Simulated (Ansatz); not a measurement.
The same path of BFH2 + H4OSi (10 atoms, charge 0, multiplicity 1) was run twice with different band settings. Lost on the way: B1–F2, O5–H10. Made: B1–O5, F2–H10.

Theory: RHF/def2-SVP in Ansatz.

Relaxed end points:

```xyz
10
Properties=species:S:1:pos:R:3
B 0.055 0.383 0.058
F 0.278 0.721 1.325
H 1.007 0.221 -0.651
H -1.055 0.518 -0.371
O -0.187 -1.776 0.597
Si -0.746 -3.145 -0.179
H 0.257 -4.227 -0.087
H -2.006 -3.605 0.443
H -0.967 -2.757 -1.582
H 0.016 -1.780 1.521
```

```xyz
10
Properties=species:S:1:pos:R:3
B -0.180 -0.100 -0.658
F 0.572 -1.337 2.696
H 0.255 0.898 -0.156
H -0.542 -0.120 -1.805
O -0.261 -1.218 0.098
Si -0.779 -2.795 -0.182
H 0.379 -3.688 -0.009
H -1.830 -3.103 0.800
H -1.305 -2.882 -1.559
H 0.344 -1.103 1.848
```

Common settings: movable images 5; climbing image yes; spring 5.0 eV/Å²; optimiser quadratic models (default); start path through a guess of the saddle point; force threshold 0.05 eV/Å; end points relaxed.

| run | iteration limit |
| --- | --- |
| 1 | 60 |
| 2 | 3 |

(1) What does each run give, and how far can it be trusted?

Answers

(1) Run 1: converged after 33 iterations, highest image 1.282 eV above the first end. Neighbouring images differ by up to 1.3 eV, so the band resolves the path poorly. A vibrational analysis at the climbing image gives one clearly imaginary mode, 1556i cm⁻¹: a first-order saddle point.
Run 2: not converged after 3 iterations, highest image 2.091 eV above the first end. The band didn't meet its force threshold, so its energies are provisional: the largest band force was still 4.84 eV/Å, and over the last iterations the top moved between 2.05 and 6.61 eV.
The orbitals stay closed-shell, which can raise the energy where a bond breaks towards radicals; this wasn't checked here.
